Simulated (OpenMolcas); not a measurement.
**Run times for doublet [HfH2Cl2O2]+**

The species is [HfH2Cl2O2]+ (7 atoms), meant as a doublet with charge +1. As SMILES of the parent species, `Cl[Hf](Cl)(O)O`. The coordinates come from a PBE0-D4/def2-TZVP relaxation. This is one conformer, not always the lowest. That shape belongs to the parent species and isn't relaxed for this state.

```csv
atom,x (Å),y (Å),z (Å)
Cl,-1.4564,-2.1750,0.0028
Hf,0.0987,-0.4037,-0.0237
Cl,2.2927,-1.2469,-0.2012
O,-0.2572,0.7048,-1.5209
O,-0.0554,0.5741,1.5940
H,-0.4572,1.3690,-2.1724
H,-0.1652,1.1777,2.3215
```

Program: OpenMolcas 26.06. Hardware: 1 thread of Intel Xeon 6975P-C (Granite Rapids), shared host, so times are rough. Two-electron integrals are exact unless an approximation is named.

(1) Estimate their order by wall time, quickest first.
A. energy at UBHLYP/def2-SVP (core potential), grid UltraFine
B. energy at UHF/def2-SVP (core potential)
C. energy at UM06-2X/def2-SVP (core potential), grid UltraFine

## Answers

(1) B (34 s), A (94 s), C (3.9 min).
